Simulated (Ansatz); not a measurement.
`ClC1C[SiH2]1` + CH₃NH₂ → `CNC1C[SiH2]1` + HCl  (substitution at a C–Cl bond)

Program: Ansatz. Geometries: PBE0-D4/def2-TZVP. ΔE: electronic, gas phase. CCSD(T)/CBS adds triple-zeta CCSD(T) − MP2 to the extrapolated MP2 energy (def2 sets, frozen cores). This one scheme is used for every species. Functionals use def2-TZVPP. HSE06 is defined as in plane-wave codes. One conformer a species, not always the lowest.

Task: Is it downhill or uphill in electronic energy at CCSD(T)/CBS, and by how much? (Best estimate.)

Result: The calculation gave: Downhill: ΔE = -2.0 kcal/mol.

Task: What do these levels give: PBE-D4, BLYP-D4, PBE0-D4, BHLYP-D4, PBE, BLYP, HSE06, CAM-B3LYP, RPA@PBE/def2-TZVPP, HF/def2-SVP, CCSD/def2-SVP, MP2/CBS(def2)? (Estimate.)

Result: Computed: PBE-D4 -1.7, BLYP-D4 -1.5, PBE0-D4 -2.0, BHLYP-D4 -1.9, PBE -0.8, BLYP 0.2, HSE06 -1.2, CAM-B3LYP -1.7, RPA@PBE/def2-TZVPP -2.8, HF/def2-SVP -4.5, CCSD/def2-SVP -6.5, MP2/CBS(def2) -1.8 kcal/mol.

Largest T1 diagnostic among the species: 0.011.

At CCSD(T), def2-SVP lies −4.7 kcal/mol from the extrapolated value and def2-TZVPP −1.0 kcal/mol. In def2-TZVPP, CCSD(T) changes the Hartree–Fock value by −2.4 kcal/mol (the triples alone add −0.1 kcal/mol) and MP2 by −2.2 kcal/mol. The D4 term adds −1.3 kcal/mol with B3LYP and −0.8 kcal/mol with PBE0; it sums over pairs of atoms, weighted by their polarisabilities, and B3LYP, whose exchange is more repulsive, gets the larger term.

B3LYP here is the variant with VWN-RPA as its local correlation; programs differ in this.
